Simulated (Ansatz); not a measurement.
Geometry optimisation, RKS PBE0/def2-SVP (Ansatz 0.2.0).

input.yaml

```yaml
crystal:
  periodic: [false, false, false]
  atoms:
    - { symbol: C, position_ang: [-0.2047, 0.95, -0.0649] }
    - { symbol: O, position_ang: [-0.7627, -0.2686, -0.446] }
    - { symbol: B, position_ang: [0.1183, -1.2999, 0.056] }
    - { symbol: F, position_ang: [1.31, -1.7747, -0.7561] }
    - { symbol: H, position_ang: [-0.212, 1.1078, 1.0134] }
    - { symbol: H, position_ang: [-0.941, 1.7901, -0.4661] }
    - { symbol: H, position_ang: [0.774, 1.1879, -0.5266] }
    - { symbol: H, position_ang: [0.0101, -1.7496, 1.1344] }
basis:
  gaussian: { orbitals: def2-SVP }
hamiltonian:
  xc: pbe0
relax:
  f_tol: 0.015
  max_steps: 40
output:
  orbitals: {}
```

Launched with:

```bash
$ ansatz run input.yaml --threads 1 --pin off --max-ram 2048MiB --backend cpu --events-out ev --progress --plain --runs-dir out
```

**Question.** Where does it end, and by what steps?

**Answer.** The forces met the threshold. After 12 steps the energy has fallen by 1.519 eV; F4 moved furthest, 0.96 Å.

| step | energy less start (eV) | largest force component (eV/Å) | accepted |
| --- | --- | --- | --- |
| 0 | 0.0000 | 4.076 | yes |
| 1 | -0.7331 | 2.998 | yes |
| 2 | -0.8773 | 1.513 | yes |
| 3 | -1.0267 | 0.542 | yes |
| 4 | -1.0960 | 0.274 | yes |
| 5 | -1.1479 | 0.811 | yes |
| 6 | -1.2949 | 0.845 | yes |
| 7 | -1.4038 | 0.805 | yes |
| 8 | -1.5045 | 0.366 | yes |
| 9 | -1.5170 | 0.128 | yes |
| 10 | -1.5184 | 0.026 | yes |
| 11 | -1.5187 | 0.023 | yes |
| 12 | -1.5187 | 0.004 | yes |

```xyz
8
Properties=species:S:1:pos:R:3
C -0.200 1.048 -0.065
O 0.117 -0.164 -0.699
B 0.282 -1.310 -0.028
F 0.581 -2.394 -0.726
H -0.306 0.928 1.026
H -1.145 1.438 -0.473
H 0.592 1.785 -0.266
H 0.170 -1.389 1.174
```

The run took 37 s on 1 thread of Arm Neoverse V1, with other jobs on the host, peak memory 0.14 GiB.
